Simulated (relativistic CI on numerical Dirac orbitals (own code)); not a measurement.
Cr⁴⁺ in a cubic cluster: 3s photoemission with charge transfer

Computed with a charge-transfer multiplet model of a cubic metal-ligand cluster with up to 2 ligand holes, Slater and spin-orbit integrals from Dirac-Coulomb-Breit ions, Slater integrals scaled by 0.7. The ground state mixes d2 with configurations of k ligand holes L, whose averages lie at kΔ + k(k − 1)U_dd/2; a core hole lowers each added d electron by U_cd. 300 K, Lorentzian 1.4 eV and Gaussian 0.8 eV FWHM.

Atomic integrals in eV (Slater integrals scaled, ζ unscaled), ground: F2dd 8.205, F4dd 5.167, zeta_d 0.039; with the core hole: F2dd 8.854, F4dd 5.603, zeta_d 0.045, G2cd 8.618.

Cluster parameters (eV): U_dd = 5.8, U_cd = 7.3, 10Dq = 0.8, 10Dq(ligand) = 0.1, V(eg) = 2.75, V(t2g) = -1.49, final-state hopping factor = 1.

```csv
Case,n_d,d2,d3L,d4L2,S
Δ = -0.3 eV,2.92,0.26,0.56,0.18,1.00
Δ = 0.7 eV,2.84,0.31,0.54,0.15,1.00
Δ = 1.7 eV,2.76,0.36,0.52,0.12,1.00
```

Weights, n_d and S are thermal averages at 300 K. Binding energies count from the first peak over 30 % of the highest in each spectrum, which can be another peak from case to case. The parameters are a model scan and need not match a compound or its usual spin state. Peaks in eV (height, largest 100):
- Δ = -0.3 eV: 0.0 (100), 4.8 (45), 14.0 (10), 16.8 (6), 19.9 (8)
- Δ = 0.7 eV: 0.0 (100), 4.8 (45), 13.6 (11), 16.6 (5), 19.5 (8)
- Δ = 1.7 eV: 0.0 (100), 4.9 (46), 13.2 (13), 18.9 (8)

For the case Δ = 1.7 eV, Δ = 1.7 eV is smaller than U_dd = 5.8 eV, the charge-transfer side of the Zaanen-Sawatzky-Allen scheme. With the core hole the configuration with one ligand hole lies at Δ − U_cd = -7.6, -6.6, -5.6 eV from the one without, in the order of the table; where this is negative the screened configuration lies lower, though the effective hopping of about 5.9 eV (from the holes of the mixed ground state) mixes the two strongly wherever it is as large as the gap.

With at most 2 ligand holes the space is cut while the next configuration still counts, so covalency is underestimated, and a final configuration with one more ligand hole, which can lie low, is missing from the spectra.

Without intra-shell correlation the exchange splitting of the 3s hole comes out too large.
